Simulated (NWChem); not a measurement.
System: C4H9Se, doublet; SMILES C[CH][Se]CC

The following NWChem deck was run.

```
start job
memory heap 200 mb stack 900 mb global 1100 mb
geometry units angstroms noautoz
  C      0.761467     2.581758    -0.077518
  C      0.766015     1.149092     0.317112
  Se    -0.678708     0.053142    -0.110947
  C      0.069202    -1.650668     0.487540
  C      1.189380    -2.176229    -0.387561
  H      1.791328     2.968250    -0.151244
  H      0.277853     2.736218    -1.055737
  H      0.231520     3.229041     0.649854
  H      1.428515     0.796645     1.114907
  H     -0.790606    -2.337681     0.505557
  H      0.392314    -1.510186     1.530562
  H      2.030762    -1.468125    -0.423919
  H      1.568281    -3.134642     0.004474
  H      0.846235    -2.340106    -1.419902
end
basis spherical
  * library 6-31g*
end
dft
  odft
  mult 2
  xc r2scan
  grid fine
  iterations 150
  mulliken
end
task dft gradient
```

Output (shortened):

```
             Northwest Computational Chemistry Package (NWChem) 7.3.0
             --------------------------------------------------------

 C1  symmetry detected

                             Geometry "geometry" -> ""
                             -------------------------

 Output coordinates in angstroms (scale by  1.889725989 to convert to a.u.)

  No.       Tag          Charge          X              Y              Z
 ---- ---------------- ---------- -------------- -------------- --------------
    1 C                    6.0000     0.76311542     2.57097114    -0.11036615
    2 C                    6.0000     0.76581940     1.14208095     0.29774032
    3 Se                  34.0000    -0.70194883     0.05671545    -0.07535968
    4 C                    6.0000     0.04734489    -1.64883963     0.51638805
    5 C                    6.0000     1.13499212    -2.19375488    -0.38744033
    6 H                    1.0000     1.79394391     2.94641550    -0.21926715
    7 H                    1.0000     0.25125700     2.72112486    -1.07478703
    8 H                    1.0000     0.26204802     3.23030075     0.62659047
    9 H                    1.0000     1.44901142     0.79048015     1.07827062
   10 H                    1.0000    -0.81815182    -2.32700173     0.56730837
   11 H                    1.0000     0.40364216    -1.50186485     1.54764074
   12 H                    1.0000     1.98171519    -1.49449043    -0.45633233
   13 H                    1.0000     1.51639138    -3.15221308     0.00205342
   14 H                    1.0000     0.75877208    -2.36382188    -1.40717941

 Effective nuclear repulsion energy (a.u.)     345.5705295754

                                 NWChem DFT Module
                                 -----------------

 Summary of "ao basis" -> "ao basis" (spherical)
 ------------------------------------------------------------------------------
       Tag                 Description            Shells   Functions and Types
 ---------------- ------------------------------  ------  ---------------------
 C                           6-31g*                  6       14   3s2p1d
 Se                          6-31g*                 12       32   5s4p3d
 H                           6-31g*                  2        2   2s

            General Information
            -------------------
          SCF calculation type: DFT
          Wavefunction type:  spin polarized.
          No. of atoms     :    14
          No. of electrons :    67
           Alpha electrons :    34
            Beta electrons :    33
          Charge           :     0
          Spin multiplicity:     2
          Use of symmetry is: off; symmetry adaption is: off
          Maximum number of iterations: 150
          AO basis - number of functions:   106
                     number of shells:    54
          Convergence on energy requested:  1.00D-06
          Convergence on density requested:  1.00D-05
          Convergence on gradient requested:  5.00D-04

              XC Information
              --------------
                      r^2SCAN Method XC Functional
               r^2SCAN metaGGA Exchange Functional  1.000
                     r^2SCAN Correlation Potential  1.000

             Grid Information
             ----------------
          Grid used for XC integration:  fine
          Radial quadrature: Mura-Knowles
          Angular quadrature: Lebedev.
          Tag              B.-S. Rad. Rad. Pts. Rad. Cut. Ang. Pts.
          ---              ---------- --------- --------- ---------
          C                   0.70       70          13.0       590
          Se                  1.15      140          10.0       974
          H                   0.35       60          13.0       590
          Grid pruning is: on
          Number of quadrature shells:   960
          Spatial weights used:  Erf1

      Superposition of Atomic Density Guess
      -------------------------------------

 Sum of atomic energies:       -2554.63045272

      Non-variational initial energy
      ------------------------------

 Total energy =   -2557.473519
 1-e energy   =   -4236.874884
 2-e energy   =    1333.830835
 HOMO         =      -0.088433
 LUMO         =       0.053339

     ---------------------------------------------
      Total Density - Mulliken Population Analysis
     ---------------------------------------------

    Atom       Charge   Shell Charges
 -----------   ------   -------------------------------------------------------
    1 C    6     6.68   2.00  0.71  2.03  0.68  1.23  0.04
    2 C    6     6.35   2.00  0.72  1.79  0.64  1.17  0.03
    3 Se  34    33.92   2.00  2.00  6.00  2.00  5.99  1.49  3.03  0.35  0.98  6.94  2.94  0.20
    4 C    6     6.40   2.00  0.70  1.85  0.66  1.16  0.04
    5 C    6     6.67   2.00  0.72  2.03  0.67  1.22  0.03
    6 H    1     0.77   0.46  0.31
    7 H    1     0.77   0.46  0.31
    8 H    1     0.77   0.46  0.31
    9 H    1     0.78   0.46  0.32
   10 H    1     0.77   0.47  0.31
   11 H    1     0.78   0.47  0.31
   12 H    1     0.78   0.47  0.31
   13 H    1     0.77   0.46  0.31
   14 H    1     0.77   0.47  0.31

     --------------------------------------------
      Spin Density - Mulliken Population Analysis
     --------------------------------------------

    Atom       Charge   Shell Charges
 -----------   ------   -------------------------------------------------------
    1 C    6     0.01   0.00  0.00  0.00  0.00  0.00  0.01
    2 C    6     0.67   0.00  0.00  0.35  0.01  0.31  0.00
    3 Se  34     0.21   0.00  0.00  0.00 -0.00  0.00  0.00  0.13  0.00  0.06  0.00 -0.00  0.01
    4 C    6     0.01   0.00  0.00  0.00  0.00  0.00  0.00
    5 C    6     0.01   0.00  0.00  0.01 -0.00  0.00  0.00
    6 H    1     0.01   0.01  0.01
    7 H    1     0.01   0.00  0.01
    8 H    1     0.05   0.03  0.03
    9 H    1     0.01   0.00  0.00
   10 H    1     0.00   0.00  0.00
   11 H    1     0.00   0.00  0.00
   12 H    1     0.00   0.00  0.00
   13 H    1     0.00   0.00  0.00
   14 H    1     0.00   0.00  0.00

   convergence    iter        energy       DeltaE   RMS-Dens  Diis-err
 ---------------- ----- ----------------- --------- --------- ---------
 d= 0,ls=0.0,diis     1  -2558.8686946365 -2.90D+03  3.41D-03  9.92D-02
                                                     2.94D-03  9.57D-02
 d= 0,ls=0.0,diis     2  -2558.9003186539 -3.16D-02  2.21D-03  2.85D-02
                                                     2.10D-03  2.92D-02
 d= 0,ls=0.0,diis     3  -2558.9031320512 -2.81D-03  1.19D-03  2.18D-02
                                                     1.12D-03  2.08D-02
 d= 0,ls=0.0,diis     4  -2558.9145796209 -1.14D-02  2.69D-04  4.31D-04
                                                     2.41D-04  4.13D-04
 d= 0,ls=0.0,diis     5  -2558.9148296205 -2.50D-04  7.12D-05  4.82D-05
                                                     7.66D-05  6.26D-05
  Resetting Diis
 d= 0,ls=0.0,diis     6  -2558.9148625804 -3.30D-05  4.78D-05  1.05D-05
                                                     2.14D-05  5.10D-06
 d= 0,ls=0.0,diis     7  -2558.9148672316 -4.65D-06  2.96D-05  1.49D-06
                                                     3.91D-05  2.49D-06
 d= 0,ls=0.0,diis     8  -2558.9148645027  2.73D-06  2.17D-05  7.61D-06
                                                     2.19D-05  6.35D-06
 d= 0,ls=0.0,diis     9  -2558.9148687078 -4.21D-06  3.60D-06  4.96D-08
                                                     3.01D-06  5.28D-08
 d= 0,ls=0.0,diis    10  -2558.9148687463 -3.85D-08  2.11D-06  1.53D-08
                                                     1.99D-06  1.34D-08

         Total DFT energy =    -2558.914868746309
      One electron energy =    -4241.913770122461
           Coulomb energy =     1449.507384358665
    Exchange-Corr. energy =     -112.079012557933
 Nuclear repulsion energy =      345.570529575420

 Numeric. integr. density =       66.999981446711

                    DFT Final Alpha Molecular Orbital Analysis
                    ------------------------------------------

[...]

                         DFT ENERGY GRADIENTS

    atom               coordinates                        gradient
                 x          y          z           x          y          z
   1 C       1.442079   4.858431  -0.208562    0.000144  -0.004415   0.001417
   2 C       1.447189   2.158220   0.562648   -0.008965   0.000195  -0.004020
   3 Se     -1.326491   0.107177  -0.142409    0.008224  -0.001802   0.003484
   4 C       0.089469  -3.115855   0.975832    0.001795   0.005717  -0.007280
   5 C       2.144824  -4.145596  -0.732156   -0.004557   0.001360   0.004251
   6 H       3.390062   5.567918  -0.414355    0.002086   0.000931  -0.000282
   7 H       0.474807   5.142180  -2.031053   -0.001187   0.000550  -0.002332
   8 H       0.495199   6.104383   1.184084   -0.000783   0.001340   0.001447
   9 H       2.738235   1.493791   2.037636    0.002703  -0.001592   0.002508
  10 H      -1.546083  -4.397396   1.072057   -0.002463  -0.001545   0.000490
  11 H       0.762773  -2.838113   2.924617    0.000456   0.000396   0.002743
  12 H       3.744899  -2.824177  -0.862343    0.002315   0.001352  -0.000256
  13 H       2.865564  -5.956819   0.003880    0.000956  -0.001947   0.000477
  14 H       1.433871  -4.466976  -2.659184   -0.000724  -0.000538  -0.002647
```

Level: r2SCAN/6-31G* (spherical d), spin-unrestricted. All runs use the structure optimised with PBE0/def2-SVP, spin-unrestricted. No frequency run checked for a minimum. No stability test was run on the SCF state.
